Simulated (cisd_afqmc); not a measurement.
Input (AFQMC/CISD/def2-TZVPP; cisd_afqmc is a phaseless AFQMC code with CISD trial states that reads the integrals written by Ansatz):

Ansatz 0.2 input:
```python
import cisd_afqmc

open("ham.yaml", "w").write("""\
crystal:
  periodic: [false, false, false]
  atoms:
    - {symbol: Sn, position_ang: [-0.00000000, -0.00000000, -0.03502570]}
    - {symbol: H, position_ang: [0.00000000, 0.00000000, 1.75128499]}
basis:
  gaussian:
    orbitals: def2-TZVPP
magnetization: {spin_polarized: true, initial_magnetization: 1}
correlation: {method: ccsd, electrons: outside_noble_gas, hamiltonian_folder: ham}
""")
rep = cisd_afqmc.ansatz("ham.yaml")
e_ccsd = rep["correlation"]["coupled_cluster"]["energy"]["hartree"]
out = cisd_afqmc.run("ham", e_ccsd, trial="CISD", walkers=100, populations=8, threads=8, dt=0.0025, steps=80, early=36, settle=10, least=32,
    cut=5e-5, rank_cut=2e-4, target=0.0004, seconds=1500, seed=2, memory=17280, gpu=False)
```

Output:

```
orbitals 55, occupied [3, 2], factors 275 of 553, rank of the doubles 112 of 262
E(HF) = -213.903606
E(CCSD) on the cut factors = -213.990520, shift to the whole factors -0.000015
Energy of the trial state on the determinant = -213.990394
  tau behind 10.8 of longer steps, mean of the populations' last blocks
   2.0  -213.99311
   4.0  -213.99380
   6.0  -213.99329
   8.0  -213.99343
blocks 300 (1 outliers left out), error by blocks joined: 1: 0.00006, 2: 0.00007, 4: 0.00009, 8: 0.00011, 16: 0.00013
E(AFQMC/CISD) = -213.99321 +/- 0.00013
```
